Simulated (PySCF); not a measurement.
**From computed data to an observable: entropy of an ideal gas**

C₃H₃F₃, SMILES F[C@H]1CC1(F)F.

Geometry optimised at PBE-D3(BJ)/def2-SVP. The structure was generated by enumeration; whether it is a known compound was not checked.

PBE-D3(BJ)/def2-SVP run with PySCF gives the harmonic wavenumbers 179, 241, 372, 437, 473, 595, 724, 814, 852, 969, 974, 1028, 1078, 1164, 1241, 1295, 1326, 1476, 3070, 3082, 3179 cm⁻¹ and the rotational temperatures 0.2749, 0.1431, 0.1241 K. The molar mass is 96.05 g/mol, the symmetry number 1, the spin multiplicity 1.

Task: Work out the entropy at 298.15 K and 1 atm in the rigid-rotor, harmonic-oscillator model.

Result: 
Translation (Sackur–Tetrode at 1 atm): S = R[1.5 ln M + 2.5 ln T − 1.16487] = 165.7 J/(mol K).
Rotation: q = (√π/σ) T^1.5/√(θA θB θC) = 131000, S = R[ln q + 3/2] = 110.4 J/(mol K).
Vibration: with u = 1.4388 ν/T, each mode gives R[u/(e^u − 1) − ln(1 − e^−u)]:
```csv
ν (cm⁻¹),modes,u,S (J/(mol K))
179,1,0.86,9.79
241,1,1.16,7.51
372,1,1.80,4.48
437,1,2.11,3.50
473,1,2.28,3.05
595,1,2.87,1.92
724,1,3.49,1.17
814,1,3.93,0.82
852,1,4.11,0.71
969,1,4.68,0.44
974,1,4.70,0.43
1028,1,4.96,0.35
1078,1,5.20,0.29
1164,1,5.62,0.20
1241,1,5.99,0.15
1295,1,6.25,0.12
1326,1,6.40,0.10
1476,1,7.12,0.05
```
The stiffer modes add less than 0.005 each. Sum 35.1 J/(mol K).
Spin: R ln 1 = 0.0 J/(mol K).
Total 311.2 J/(mol K); the program's own thermochemistry gives 311.2. Translation makes up 53 % and vibration 11 %. Anharmonicity, hindered rotation and orbital degeneracy are left out.
